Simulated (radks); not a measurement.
Task: The table gives one normalised radial function P(r) = r R(r) of Cu4+ in [Ar] 3d7 (r in bohr). Calculated with a radial shooting solver on a logarithmic mesh with Libxc functionals: non-relativistic Kohn-Sham, LDA (Slater exchange, Perdew-Wang correlation), spin-polarised, spherical densities, point nucleus; open shells are filled with parallel spins first.

| r | P |
|---|---|
| 0.001731 | 0.0021 |
| 0.001967 | 0.0027 |
| 0.002236 | 0.0034 |
| 0.002562 | 0.0045 |
| 0.002911 | 0.0058 |
| 0.003309 | 0.0074 |
| 0.003761 | 0.0095 |
| 0.004309 | 0.0124 |
| 0.004897 | 0.0159 |
| 0.005566 | 0.0203 |
| 0.006326 | 0.0259 |
| 0.00719 | 0.0331 |
| 0.008237 | 0.0428 |
| 0.009362 | 0.0544 |
| 0.01064 | 0.0689 |
| 0.01209 | 0.0872 |
| 0.01385 | 0.1116 |
| 0.01575 | 0.1404 |
| 0.0179 | 0.1759 |
| 0.02034 | 0.2195 |
| 0.02312 | 0.2726 |
| 0.02649 | 0.3412 |
| 0.0301 | 0.4190 |
| 0.03421 | 0.5111 |
| 0.03889 | 0.6188 |
| 0.04455 | 0.7511 |
| 0.05063 | 0.8926 |
| 0.05755 | 1.0493 |
| 0.06541 | 1.2188 |
| 0.07434 | 1.3965 |
| 0.08517 | 1.5872 |
| 0.0968 | 1.7590 |
| 0.11 | 1.9124 |
| 0.125 | 2.0351 |
| 0.1433 | 2.1176 |
| 0.1628 | 2.1381 |
| 0.1851 | 2.0951 |
| 0.2103 | 1.9852 |
| 0.239 | 1.8121 |
| 0.2739 | 1.5711 |
| 0.3113 | 1.3090 |
| 0.3538 | 1.0350 |
| 0.4021 | 0.7721 |
| 0.4606 | 0.5266 |
| 0.5236 | 0.3407 |
| 0.595 | 0.2033 |
| 0.6763 | 0.1107 |
| 0.7686 | 0.0545 |
| 0.8806 | 0.0227 |
| 1.001 | 0.0087 |
| 1.138 | 0.0029 |
| 1.293 | 0.0008 |
| 1.481 | 0.0002 |
| 1.684 | 0.0000 |
| 1.913 | 0.0000 |
| 2.175 | 0.0000 |
| 2.472 | 0.0000 |
| 2.832 | 0.0000 |
| 3.218 | 0.0000 |
| 3.658 | 0.0000 |
| 4.157 | 0.0000 |
| 4.763 | 0.0000 |
| 5.413 | 0.0000 |
| 6.153 | 0.0000 |

Which n and l does it have? It may be an empty orbital.

Result: n = 2, l = 1: the number of nodes gives n - l - 1 = 0, the rise at small r (about r^(l+1)) gives l, and the extent must fit the shell. The curve is that of 2p down; the table hardly tells the two spins apart. 2p down: eigenvalue -982.53 eV, 0 radial nodes, <r> = 0.208 bohr, 90 % of the charge inside 0.340 bohr.
